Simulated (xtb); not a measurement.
C2H4O2, triplet, at a GFN2-xTB geometry (a higher spin typed on purpose: for a closed-shell molecule this is an excited state); GFN0-xTB run with xtb.

Input for xtb:
```
$ xtb mol.xyz --gfn 0 --uhf 2 --acc 0.0001 --json

# file mol.xyz
8

C     -1.29370611    -0.45495980     0.07134256
C      0.08819231     0.33727888     0.11862454
O      0.99930282    -0.36540853     0.85431055
O      0.29821376     0.79544544    -1.06284776
H     -2.03228451     0.19607021    -0.38031375
H     -1.19809768    -1.37897758    -0.49959502
H     -1.51107589    -0.65825986     1.11601260
H      1.59440817    -0.89304257     0.29239111
```

Problem. Write the output that xtb gives for this input, abridged.

Solution. 
```
   ID    Z sym.   atoms
    1    6 C      1, 2
    2    8 O      3, 4
    3    1 H      5-8

           -------------------------------------------------
          |                Calculation Setup                |
           -------------------------------------------------

           -------------------------------------------------
          |                 G F N 0 - x T B                 |
           -------------------------------------------------

          ...................................................
          :                      SETUP                      :
          :.................................................:
          :  # basis functions                  24          :
          :  # atomic orbitals                  24          :
          :  # shells                           16          :
          :  # electrons                        24          :
          :  electronic temp.          300.0000000     K    :
          :  accuracy                    0.0001000          :
          :  -> integral cutoff          0.6500000E+02      :
          :  -> integral neglect         0.1000000E-11      :
          ...................................................

         :::::::::::::::::::::::::::::::::::::::::::::::::::::
         ::                     SUMMARY                     ::
         :::::::::::::::::::::::::::::::::::::::::::::::::::::
         :: total energy             -12.850583566886 Eh    ::
         :: gradient norm              0.033062594229 Eh/a0 ::
         :: HOMO-LUMO gap              4.036581927156 eV    ::
         ::.................................................::
         :: H0 energy                -12.864738898291 Eh    ::
         :: repulsion energy           0.109537246168 Eh    ::
         :: electrostat energy        -0.068785099351 Eh    ::
         :: -> Gsolv                   0.000000000000 Eh    ::
         ::    -> Gsasa                0.000000000000 Eh    ::
         ::    -> Gshift               0.000000000000 Eh    ::
         :: dispersion energy         -0.001357459312 Eh    ::
         :: short-range corr.         -0.025239356100 Eh    ::
         :: add. restraining           0.000000000000 Eh    ::
         :: total charge               0.000000000000 e     ::
         :::::::::::::::::::::::::::::::::::::::::::::::::::::

           -------------------------------------------------
          |                Property Printout                |
           -------------------------------------------------

    * Orbital Energies and Occupations

         #    Occupation            Energy/Eh            Energy/eV
      -------------------------------------------------------------
         1        2.0000           -0.6946683             -18.9029
         2        2.0000           -0.6789939             -18.4764
         3        2.0000           -0.6261822             -17.0393
         4        2.0000           -0.5891247             -16.0309
         5        2.0000           -0.5442213             -14.8090
         6        2.0000           -0.5376421             -14.6300
         7        2.0000           -0.5262879             -14.3210
         8        2.0000           -0.5131415             -13.9633
         9        2.0000           -0.4901118             -13.3366
        10        2.0000           -0.4486313             -12.2079
        11        1.9999           -0.4254113             -11.5760
        12        1.0001           -0.4066264             -11.0649
        13        1.0000           -0.3092794              -8.4159 (HOMO)
        14                         -0.1609377              -4.3793 (LUMO)
        15                         -0.1393656              -3.7923
        16                         -0.0896915              -2.4406
        17                         -0.0892709              -2.4292
        18                          0.0035270               0.0960
        19                          0.0389294               1.0593
        20                          0.1456136               3.9623
        21                          0.2397843               6.5249
        22                          0.2668844               7.2623
        23                          0.3089931               8.4081
        24                          0.3264251               8.8825
      -------------------------------------------------------------
                  HL-Gap            0.1483417 Eh            4.0366 eV
             Fermi-level            0.0000000 Eh            0.0000 eV

     #   Z          covCN         q      C6AA      α(0)
     1   6 C        3.743    -0.444    34.101     8.430
     2   6 C        2.674     0.613    18.217     6.962
     3   8 O        1.657    -0.572    24.319     6.671
     4   8 O        0.857    -0.503    23.779     6.543
     5   1 H        0.925     0.195     1.125     1.659
     6   1 H        0.924     0.191     1.145     1.673
     7   1 H        0.925     0.179     1.210     1.720
     8   1 H        0.804     0.342     0.607     1.224

 Mol. C6AA /au·bohr⁶  :        568.815969
 Mol. C8AA /au·bohr⁸  :      12550.056790
 Mol. α(0) /au        :         34.882471

Wiberg/Mayer (AO) data.
largest (>0.10) Wiberg bond orders for each atom

 ---------------------------------------------------------------------------
     #   Z sym  total        # sym  WBO       # sym  WBO       # sym  WBO
 ---------------------------------------------------------------------------
     1   6 C    3.921 --     5 H    0.984     7 H    0.976     6 H    0.973
                             2 C    0.799     4 O    0.132
     2   6 C    3.415 --     4 O    1.507     3 O    1.071     1 C    0.799
     3   8 O    2.382 --     2 C    1.071     8 H    0.960     4 O    0.276
     4   8 O    1.963 --     2 C    1.507     3 O    0.276     1 C    0.132
     5   1 H    0.997 --     1 C    0.984
     6   1 H    0.985 --     1 C    0.973
     7   1 H    1.002 --     1 C    0.976
     8   1 H    0.998 --     3 O    0.960
 ---------------------------------------------------------------------------

Topologies differ in total number of bonds
Writing topology from bond orders to xtbtopo.mol

 dipole moment from electron density (au)
     X       Y       Z
   0.1659  -0.9859   0.2652  total (Debye):    2.629

           -------------------------------------------------
          | TOTAL ENERGY              -12.850583566886 Eh   |
          | GRADIENT NORM               0.033062594229 Eh/α |
          | HOMO-LUMO GAP               4.036581927156 eV   |
           -------------------------------------------------

normal termination of xtb
```
